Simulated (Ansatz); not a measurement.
`C[CH](F)[GaH][NH2]` → `[CH2]` (triplet) + `[NH2][GaH][CH2]F`  (formal loss of a carbene)

Isolated molecules relaxed with PBE0-D4/def2-TZVP in Ansatz; ΔE leaves out vibrations. CCSD(T)/CBS is the MP2 limit (def2-TZVPP, def2-QZVPP) plus CCSD(T) − MP2 in def2-TZVPP, frozen cores. This one scheme is used for every species. DFT in def2-TZVPP. Triplets are unrestricted, without spin–orbit coupling. For Ga outer-core shells are correlated without core-valence functions, which leaves a few kJ/mol of doubt a bond. Scalar relativity is left out up to krypton. One conformer a species, not always the lowest.

```tsv
level	ΔE (eV)	difference from CCSD(T)/CBS
PBE-D4	4.72	0.06
PBE0-D4	4.62	-0.04
ωB97M-V	4.68	0.02
r2SCAN	4.42	-0.24
MP2/def2-TZVPP	4.67	0.01
MP2/def2-QZVPP	4.74	0.08
SCS-MP2/def2-QZVPP	4.75	0.09
HF/CBS(def2)	3.07	-1.59
MP2/CBS(def2)	4.80	0.14
CCSD/CBS(def2)	4.54	-0.12
CCSD(T)/CBS	4.66	0
```

Largest T1 diagnostic among the species: 0.013.

From PBE to PBE0 (25 % exact exchange), in def2-TZVPP and without D4, ΔE moves by −0.09 eV. In def2-TZVPP, CCSD(T) changes the Hartree–Fock value by +1.46 eV (the triples alone add +0.12 eV) and MP2 by +1.59 eV. The D4 term adds +0.12 eV with B3LYP and +0.06 eV with PBE0; it sums over pairs of atoms, weighted by their polarisabilities, and B3LYP, whose exchange is more repulsive, gets the larger term.

B3LYP here is the variant with VWN-RPA as its local correlation; programs differ in this.
